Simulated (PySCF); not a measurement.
Ge(F)(Br)2(NH2) (Br₂FGeH₂N), SMILES [NH2][Ge]([F])([Br])[Br]. Atoms are numbered in the order given.

```xyz
7

N      2.1810    -0.3743     0.5417
Ge     0.3698    -0.1902     0.4418
F     -0.2814    -0.6259     2.0021
Br    -0.1184     2.0166     0.0206
Br    -0.7306    -1.5739    -1.0559
H      2.4885    -1.3509     0.4506
H      2.6617     0.1944    -0.1660
```

The structure is a stationary point at PBE-D3(BJ)/def2-SVP. Other conformers were not sampled.

The numbers are results of HF/def2-TZVP run with PySCF, not measurements.

ESP charges are fitted to the potential on shells at 1.4 to 2.0 van der Waals radii. Atomic charges (e):

| atom | Löwdin | Mulliken | IAO | ESP fit |
|---|---|---|---|---|
| N1 | -0.36 | -0.69 | -0.83 | -0.73 |
| Ge2 | 0.03 | 1.26 | 1.39 | 0.45 |
| F3 | -0.20 | -0.46 | -0.58 | -0.23 |
| Br4 | 0.11 | -0.32 | -0.25 | -0.07 |
| Br5 | 0.09 | -0.33 | -0.27 | -0.11 |
| H6 | 0.17 | 0.27 | 0.27 | 0.37 |
| H7 | 0.17 | 0.27 | 0.28 | 0.32 |
